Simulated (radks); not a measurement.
Values are calculated unless marked as measured or tabulated.
Problem. Radial electron density D(r) = 4 pi r^2 rho(r) of an atom or ion with 51 electrons. Level of theory: scalar-relativistic Kohn-Sham, PBE, spin-unpolarised, spherical densities, finite nucleus; Fermi nuclear charge, rms radius of each element as measured or else 0.836 A^(1/3) + 0.57 fm (a radial shooting solver on a logarithmic mesh with Libxc functionals).

r (bohr)  D(r) (e/bohr)
0.004304          19.16
0.005974          29.54
0.00836           42.95
0.01161           56.45
0.01624           65.94
0.02254           66.54
0.03155           60.38
0.04415           60.15
0.06128           74.62
0.08575           86.96
0.119             74.17
0.1666            61.06
0.2312            71.52
0.3236            58.59
0.4492            27.17
0.6286            25.23
0.8726            23.45
1.221             10.49
1.695             4.302
2.372             2.052
3.293            0.5876
4.608            0.1151
6.396          0.006674
8.951           0.07119
12.43            0.1348
17.39           0.01816
24.14         0.0002252

What is the nuclear charge?

Solution. Z = 52. The innermost maximum, from 1s, lies near gamma/Z bohr with gamma = sqrt(1 - (Z/c)^2) = 0.925, here 0.0178 bohr (found: 0.0195), and its height grows with Z. The density is that of the tellurium ion Te+ in [Kr] 4d10 5s2 5p2 7p1; the configuration itself is not fixed sharply by these data, and Z only to a few units. D(r) has 5 maxima, at r = 0.0195, 0.0858, 0.249, 0.726, 11.4 bohr, and minima at 0.0379, 0.164, 0.527 bohr, inside which lie 1.98, 11.19, 28.93 electrons.
